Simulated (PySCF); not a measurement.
B(H)2(Br), SMILES BBr, singlet, PBE0/def2-SVP optimised geometry.

```
4

B     -0.16     0.34     0.00
H      1.04     0.34     0.00
H     -0.83     1.33     0.00
Br    -1.04    -1.33     0.00
```

Density from PBE0/def2-TZVP in PySCF at that geometry.

Minimum of the electron density along straight lines between bonded atoms, close to the bond critical point (lines longer than 1.1 times the sum of covalent radii, or with two minima, are not listed):

```json
[
 {"bond": "B1–H2", "length / Å": "1.202", "ρ at the minimum / e bohr⁻³": "0.188", "∇²ρ there / e bohr⁻⁵": "-0.45", "position (fraction from the first atom)": "0.44"},
 {"bond": "B1–H3", "length / Å": "1.202", "ρ at the minimum / e bohr⁻³": "0.188", "∇²ρ there / e bohr⁻⁵": "-0.45", "position (fraction from the first atom)": "0.44"},
 {"bond": "B1–Br4", "length / Å": "1.891", "ρ at the minimum / e bohr⁻³": "(withheld)", "∇²ρ there / e bohr⁻⁵": "-0.16", "position (fraction from the first atom)": "0.29"}
]
```

### Question
Complete the blanks.

### Answer

- B1–Br4, ρ at the minimum / e bohr⁻³: 0.136
